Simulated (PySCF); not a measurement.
3-phenylpyridine (C₁₁H₉N), SMILES c1ccc(-c2cccnc2)cc1.

Geometry optimised at PBE0-D3(BJ)/def2-SVP. One conformer was computed; it need not be the lowest.

Two levels are set side by side: TDA-PBE/def2-SVP (PySCF) and TDA-PBE0/def2-SVP (PySCF). Vertical, same geometry. The lowest singlet is HOMO→LUMO 92 % with PBE and HOMO−1→LUMO 80 %, HOMO→LUMO 12 % with the other functional; states are paired by order. Differences are taken from unrounded values.

```
quantity                               TDA-PBE0
-------------------------------------  --------
lowest singlet excitation (eV)             4.69
lowest triplet excitation (TDA) (eV)       3.59
first bright state (f over 0.05) (eV)      5.12
its oscillator strength                    0.06
```

Task: What does TDA-PBE give, and how far is it from TDA-PBE0? (The exact figures need the calculation; the answer reports its results.)

Result: 
```json
[
 {"quantity": "lowest singlet excitation (eV)", "TDA-PBE": "3.72", "TDA-PBE minus TDA-PBE0": "-0.97"},
 {"quantity": "lowest triplet excitation (TDA) (eV)", "TDA-PBE": "3.45", "TDA-PBE minus TDA-PBE0": "-0.14"},
 {"quantity": "first bright state (f over 0.05) (eV)", "TDA-PBE": "4.58", "TDA-PBE minus TDA-PBE0": "-0.54"},
 {"quantity": "its oscillator strength", "TDA-PBE": "0.05", "TDA-PBE minus TDA-PBE0": "-0.01"}
]
```

A lower first singlet is the usual sign of a functional without exact exchange. Differences between two approximate levels are no errors against the true value.

Rough cost on one machine, each run with all the roots and properties that it gave: TDA-PBE0 against TDA-PBE about 2 times.
